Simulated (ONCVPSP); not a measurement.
**Pseudopotential generation for Pb (Z = 82): ONCV, PBE, fully relativistic.**

ONCVPSP 4.0.1 was run on this input:

```
# ATOM AND REFERENCE CONFIGURATION
# atsym  z   nc   nv     iexc    psfile
  Pb 82.00   13    2        4      upf
#
#   n    l    f
    1    0    2.00
    2    0    2.00
    2    1    6.00
    3    0    2.00
    3    1    6.00
    3    2   10.00
    4    0    2.00
    4    1    6.00
    4    2   10.00
    4    3   14.00
    5    0    2.00
    5    1    6.00
    5    2   10.00
    6    0    2.00
    6    1    2.00
#
# PSEUDOPOTENTIAL AND OPTIMIZATION
# lmax
    1
#
#   l,   rc,      ep,       ncon, nbas, qcut
    0    1.75    0.00    4    8    3.00
    1    2.20    0.00    3    6    3.30
#
# LOCAL POTENTIAL
# lloc, lpopt,  rc(5),   dvloc0
    4    5    1.60    4.00
#
# VANDERBILT-KLEINMAN-BYLANDER PROJECTORs
# l, nproj, debl
    0    2    0.50
    1    2    1.40
#
# MODEL CORE CHARGE
# icmod, fcfact, rcfact
    0    0.00    0.00
#
# LOG DERIVATIVE ANALYSIS
# epsh1, epsh2, depsh
   -2.00    5.00    0.02
#
# OUTPUT GRID
# rlmax, drl
    6.00    0.01
#
# TEST CONFIGURATIONS
# ncnf
    4
# nvcnf
#   n    l    f
    2
    6    0    2.00
    6    1    1.00
#
    2
    6    0    2.00
    6    1    0.00
#
    2
    6    0    1.00
    6    1    0.00
#
    2
    6    0    1.00
    6    1    2.00
#
```

Command:

```bash
oncvpspr.x < Pb.dat > Pb.out
```

The program printed (shortened: citation, most of the input echo, consistency checks and plot data are left out):

```
ONCVPSP  (Optimized Norm-Conservinng Vanderbilt PSeudopotential)
relativistic version 4.0.1

#   n    l    f        energy (Ha)
    1    0    2.00    -3.2332586D+03
    2    0    2.00    -5.7778056D+02
    2    1    6.00    -4.7429649D+02    -5.5477593D+02
    3    0    2.00    -1.3867542D+02
    3    1    6.00    -1.1035587D+02    -1.2831276D+02
    3    2   10.00    -8.9539804D+01    -9.3359952D+01
    4    0    2.00    -3.1392956D+01
    4    1    6.00    -2.2515187D+01    -2.6910538D+01
    4    2   10.00    -1.4404637D+01    -1.5224739D+01
    4    3   14.00    -4.7835265D+00    -4.9683957D+00
    5    0    2.00    -5.2800029D+00
    5    1    6.00    -2.9313233D+00    -3.7523060D+00
    5    2   10.00    -7.3721671D-01    -8.3210943D-01
    6    0    2.00    -4.4049721D-01
    6    1    2.00    -1.1459955D-01    -1.6833989D-01

Reference configufation results
  iterations    22
  all-electron total energy (Ha)   -2.09285642D+04

Begin loop to  construct optimized pseudo wave functions
and semi-local pseudopoentials for all angular momenta

   Wellstate for l =  0  n =  7 kap= -1
     eigenvalue =   0.0595
     asymptotic potential =   0.5595
     half-point radius = 10.3670

Calculating optimized projector #   1

 for l=   0

    Fraction of norm inside rc  0.241701
    Optimizing pswf for qcut=   2.99 a_B^-1,  ecut=   4.47 Ha
    Residual kinetic energy error=  7.89D-03 Ha

    Energy error per electron        Cutoff
         Ha          eV             Ha
         0.01000     0.27211        4.22
         0.00100     0.02721       11.39
         0.00010     0.00272       34.62
         0.00001     0.00027       58.40

Calculating optimized projector #   2

 for l=   0

    Fraction of norm inside rc  0.043812
    Optimizing pswf for qcut=   2.99 a_B^-1,  ecut=   4.47 Ha
    Residual kinetic energy error=  3.03D-03 Ha

    Energy error per electron        Cutoff
         Ha          eV             Ha
         0.01000     0.27211        3.14
         0.00100     0.02721       10.26
         0.00010     0.00272       44.49
         0.00001     0.00027       73.30

   Wellstate for l =  1  n =  7 kap= -2
     eigenvalue =   1.2854
     asymptotic potential =   1.7854
     half-point radius =  3.6873

Calculating optimized projector #   1

 for l=   1

    Fraction of norm inside rc  0.153593
    Optimizing pswf for qcut=   3.29 a_B^-1,  ecut=   5.43 Ha
    Residual kinetic energy error=  2.54D-04 Ha

    Energy error per electron        Cutoff
         Ha          eV             Ha
         0.01000     0.27211        1.14
         0.00100     0.02721        4.41
         0.00010     0.00272        7.35
         0.00001     0.00027       17.62

Calculating optimized projector #   2

 for l=   1

    Fraction of norm inside rc  0.249303
    Optimizing pswf for qcut=   3.29 a_B^-1,  ecut=   5.43 Ha
    Residual kinetic energy error=  9.45D-03 Ha

    Energy error per electron        Cutoff
         Ha          eV             Ha
         0.01000     0.27211        5.60
         0.00100     0.02721       29.22
         0.00010     0.00272       47.28
         0.00001     0.00027       97.84

   Wellstate for l =  1  n =  7 kap=  1
     eigenvalue =   1.2317

Calculating optimized projector #   1

 for l=   1

    Fraction of norm inside rc  0.260664
    Optimizing pswf for qcut=   3.29 a_B^-1,  ecut=   5.43 Ha
    Residual kinetic energy error=  1.08D-03 Ha

    Energy error per electron        Cutoff
         Ha          eV             Ha
         0.01000     0.27211        1.72
         0.00100     0.02721        5.60
         0.00010     0.00272       19.71
         0.00001     0.00027       32.96

Calculating optimized projector #   2

 for l=   1

    Fraction of norm inside rc  0.263221
    Optimizing pswf for qcut=   3.29 a_B^-1,  ecut=   5.43 Ha
    Residual kinetic energy error=  1.06D-02 Ha

    Energy error per electron        Cutoff
         Ha          eV             Ha
         0.01000     0.27211        5.38
         0.00100     0.02721       10.85
         0.00010     0.00272       31.62
         0.00001     0.00027       61.97

Construct Vanderbilt / Kleinmman-Bylander projectors

B matrix Hermiticity error, ll=  0  kap= -1
   1   2    2.2413D-05

  Orthonormal projector coefficients  2.5508E+01  2.4079E+00

B matrix Hermiticity error, ll=  1  kap= -2
   1   2    8.5578D-05

  Orthonormal projector coefficients  3.9821E+00  8.1923E-01

B matrix Hermiticity error, ll=  1  kap=  1
   1   2    1.0505D-04

  Orthonormal projector coefficients  3.3642E+00  6.2859E-01

 Orthonormal scalar projector coefficients, l =  1
  3.6105E+00  6.5974E-01  2.5641E-01  5.2115E-03

 Orthonormal spin-orbit projector coefficients, l =  1
  1.3505E+00 -9.5373E-01  1.9336E-01 -5.1120E-02

Pseudoatom total energy   -3.455075

Diagnostic tests using Vanderbilt-Kleinman-Bylander pseudopotentials
  relativistic with J = L +/- 1/2 projectors

   l  kap   rcore       rmatch      e in        delta e    norm test   slope test

   0  -1   1.7519175   1.8051095  -0.4404972  -0.0000004   1.0000484   1.0000299
   0  -1   1.7519175   1.8051095   0.0595028   0.0000071   1.0002338   1.0002338

   1  -2   2.2122535   2.2794223  -0.1145995  -0.0000056   0.9999744   1.0000646
   1   1   2.2122535   2.2794223  -0.1683399   0.0000219   1.0000625   0.9992328
   1  -2   2.2122535   2.2794223   1.2854005   0.0002466   1.0001940   1.0001940
   1   1   2.2122535   2.2794223   1.1801025   0.0000830   1.0002568   1.0002568

Diagnostic tests using Vanderbilt-Kleinman-Bylander pseudopotentials
  relativistic with scalar and spin-orbit non-local projectors

   l  kap   rcore       rmatch      e in        delta e    norm test   slope test

   0  -1   1.7519175   1.8051095  -0.4404972  -0.0000004   1.0000484   1.0000299
   0  -1   1.7519175   1.8051095   0.0595028   0.0000071   1.0002338   1.0002338

   1  -2   2.2122535   2.2794223  -0.1145995  -0.0000056   0.9999744   1.0000646
   1   1   2.2122535   2.2794223  -0.1683399   0.0000219   1.0000625   0.9992328
   1  -2   2.2122535   2.2794223   1.2854005   0.0002466   1.0001940   1.0001940
   1   1   2.2122535   2.2794223   1.1801025   0.0000830   1.0002568   1.0002568

Ghost test for J = L + 1/2

 Testing for bound ghosts
   n   l    E NL Schr. Eq   E Basis Diag.   E Cutoff

   1   0       -0.440498       -0.433170     84.66

   2   1       -0.114605       -0.098483     31.17

 Testing for highly-localized positive-energy ghosts
       l    <radius>/rc     E Basis Diag.   E Cutoff

       0        0.317766        1.038030     84.66  WARNING - GHOST(+)

       0        0.659039       81.530194     84.66  WARNING - GHOST(+)

       1        0.709875        2.923598     31.17  WARNING - GHOST(+)

Ghost test for J = L - 1/2

 Testing for bound ghosts
   n   l    E NL Schr. Eq   E Basis Diag.   E Cutoff

   1   0       -0.440498       -0.433170     84.66

   2   1       -0.168318       -0.160710     31.17

 Testing for highly-localized positive-energy ghosts
       l    <radius>/rc     E Basis Diag.   E Cutoff

       0        0.317766        1.038030     84.66  WARNING - GHOST(+)

       0        0.659039       81.530194     84.66  WARNING - GHOST(+)

       1        0.937923        4.093141     31.17  WARNING - GHOST(+)

Test configuration 0

   n   l kap    f        eae           eps        diff
   1   0  -1  2.0000-3233.25864705
   2   0  -1  2.0000 -577.78055701
   2   1  -2  4.0000 -474.29649308
   2   1   1  2.0000 -554.77593486
   3   0  -1  2.0000 -138.67541987
   3   1  -2  4.0000 -110.35586917
   3   1   1  2.0000 -128.31275636
   3   2  -3  6.0000  -89.53980432
   3   2   2  4.0000  -93.35995151
   4   0  -1  2.0000  -31.39295619
   4   1  -2  4.0000  -22.51518723
   4   1   1  2.0000  -26.91053785
   4   2  -3  6.0000  -14.40463661
   4   2   2  4.0000  -15.22473930
   4   3  -4  8.0000   -4.78352651
   4   3   3  6.0000   -4.96839570
   5   0  -1  2.0000   -5.28000292
   5   1  -2  4.0000   -2.93132325
   5   1   1  2.0000   -3.75230603
   5   2  -3  6.0000   -0.73721671
   5   2   2  4.0000   -0.83210943
   6   0  -1  2.0000   -0.44049721   -0.44049765   -4.44E-07
   6   1  -2  1.3333   -0.11459955   -0.11460519   -5.64E-06
   6   1   1  0.6667   -0.16833989   -0.16831794    2.19E-05

    Total energies and differences
      AE_ref= -2.09285642E+04  AE_tst= -2.09285642E+04  dif=  0.00E+00
      PS_ref= -3.45507476E+00  PS_tst= -3.45507476E+00  dif=  5.33E-15
      PSP excitation error= -5.33E-15

Test configuration 1

   n   l kap    f        eae           eps        diff
   1   0  -1  2.0000-3233.54472680
   2   0  -1  2.0000 -578.06557022
   2   1  -2  4.0000 -474.58155350
   2   1   1  2.0000 -555.06112378
   3   0  -1  2.0000 -138.96020686
   3   1  -2  4.0000 -110.64065949
   3   1   1  2.0000 -128.59756568
   3   2  -3  6.0000  -89.82455071
   3   2   2  4.0000  -93.64470225
   4   0  -1  2.0000  -31.67765861
   4   1  -2  4.0000  -22.79987406
   4   1   1  2.0000  -27.19524133
   4   2  -3  6.0000  -14.68929212
   4   2   2  4.0000  -15.50940254
   4   3  -4  8.0000   -5.06814988
   4   3   3  6.0000   -5.25302279
   5   0  -1  2.0000   -5.56442480
   5   1  -2  4.0000   -3.21593631
   5   1   1  2.0000   -4.03681268
   5   2  -3  6.0000   -1.02043892
   5   2   2  4.0000   -1.11571372
   6   0  -1  2.0000   -0.70535193   -0.70630878   -9.57E-04
   6   1  -2  0.6667   -0.34451529   -0.34328354    1.23E-03
   6   1   1  0.3333   -0.41253901   -0.41197580    5.63E-04

    Total energies and differences
      AE_ref= -2.09285642E+04  AE_tst= -2.09283180E+04  dif=  2.46E-01
      PS_ref= -3.45507476E+00  PS_tst= -3.20930272E+00  dif=  2.46E-01
      PSP excitation error=  3.93E-04

Test configuration 2

   n   l kap    f        eae           eps        diff
   1   0  -1  2.0000-3233.88352315
   2   0  -1  2.0000 -578.40222578
   2   1  -2  4.0000 -474.91829729
   2   1   1  2.0000 -555.39812362
   3   0  -1  2.0000 -139.29634715
   3   1  -2  4.0000 -110.97680243
   3   1   1  2.0000 -128.93375457
   3   2  -3  6.0000  -90.16062050
   3   2   2  4.0000  -93.98078345
   4   0  -1  2.0000  -32.01354517
   4   1  -2  4.0000  -23.13571015
   4   1   1  2.0000  -27.53112843
   4   2  -3  6.0000  -15.02505558
   4   2   2  4.0000  -15.84518757
   4   3  -4  8.0000   -5.40382776
   4   3   3  6.0000   -5.58871205
   5   0  -1  2.0000   -5.89935228
   5   1  -2  4.0000   -3.55087706
   5   1   1  2.0000   -4.37177459
   5   2  -3  6.0000   -1.35205134
   5   2   2  4.0000   -1.44807238
   6   0  -1  2.0000   -1.00812234   -1.00851200   -3.90E-04
   6   1  -2  0.0000   -0.60983840   -0.60983840    0.00E+00
   6   1   1  0.0000   -0.69282913   -0.69282913    0.00E+00

    Total energies and differences
      AE_ref= -2.09285642E+04  AE_tst= -2.09278181E+04  dif=  7.46E-01
      PS_ref= -3.45507476E+00  PS_tst= -2.71203607E+00  dif=  7.43E-01
      PSP excitation error=  3.11E-03

Test configuration 3

   n   l kap    f        eae           eps        diff
   1   0  -1  2.0000-3234.32830004
   2   0  -1  2.0000 -578.84189376
   2   1  -2  4.0000 -475.35796284
   2   1   1  2.0000 -555.83825672
   3   0  -1  2.0000 -139.73557115
   3   1  -2  4.0000 -111.41601204
   3   1   1  2.0000 -129.37302420
   3   2  -3  6.0000  -90.59963660
   3   2   2  4.0000  -94.41980074
   4   0  -1  2.0000  -32.45244215
   4   1  -2  4.0000  -23.57442860
   4   1   1  2.0000  -27.96999859
   4   2  -3  6.0000  -15.46356405
   4   2   2  4.0000  -16.28375647
   4   3  -4  8.0000   -5.84215016
   4   3   3  6.0000   -6.02706446
   5   0  -1  2.0000   -6.33575716
   5   1  -2  4.0000   -3.98607953
   5   1   1  2.0000   -4.80782465
   5   2  -3  6.0000   -1.77662868
   5   2   2  4.0000   -1.87455493
   6   0  -1  1.0000   -1.37694797   -1.36602933    1.09E-02
   6   1  -2  0.0000   -0.93222998   -0.93222998    0.00E+00
   6   1   1  0.0000   -1.03356406   -1.03356406    0.00E+00

    Total energies and differences
      AE_ref= -2.09285642E+04  AE_tst= -2.09266271E+04  dif=  1.94E+00
      PS_ref= -3.45507476E+00  PS_tst= -1.52440129E+00  dif=  1.93E+00
      PSP excitation error=  6.41E-03

Test configuration 4

   n   l kap    f        eae           eps        diff
   1   0  -1  2.0000-3233.61287026
   2   0  -1  2.0000 -578.13190478
   2   1  -2  4.0000 -474.64778261
   2   1   1  2.0000 -555.12744243
   3   0  -1  2.0000 -139.02694881
   3   1  -2  4.0000 -110.70739359
   3   1   1  2.0000 -128.66427783
   3   2  -3  6.0000  -89.89117592
   3   2   2  4.0000  -93.71130791
   4   0  -1  2.0000  -31.74459166
   4   1  -2  4.0000  -22.86674358
   4   1   1  2.0000  -27.26215222
   4   2  -3  6.0000  -14.75608282
   4   2   2  4.0000  -15.57620954
   4   3  -4  8.0000   -5.13492432
   4   3   3  6.0000   -5.31980256
   5   0  -1  2.0000   -5.63108986
   5   1  -2  4.0000   -3.28213377
   5   1   1  2.0000   -4.10335382
   5   2  -3  6.0000   -1.08181548
   5   2   2  4.0000   -1.17791953
   6   0  -1  1.0000   -0.74665481   -0.74658762    6.72E-05
   6   1  -2  1.3333   -0.37351481   -0.37451409   -9.99E-04
   6   1   1  0.6667   -0.44598587   -0.44686684   -8.81E-04

    Total energies and differences
      AE_ref= -2.09285642E+04  AE_tst= -2.09279744E+04  dif=  5.90E-01
      PS_ref= -3.45507476E+00  PS_tst= -2.86506033E+00  dif=  5.90E-01
      PSP excitation error= -1.81E-04
```

The run took about 5.4 s on one core of a shared server CPU.
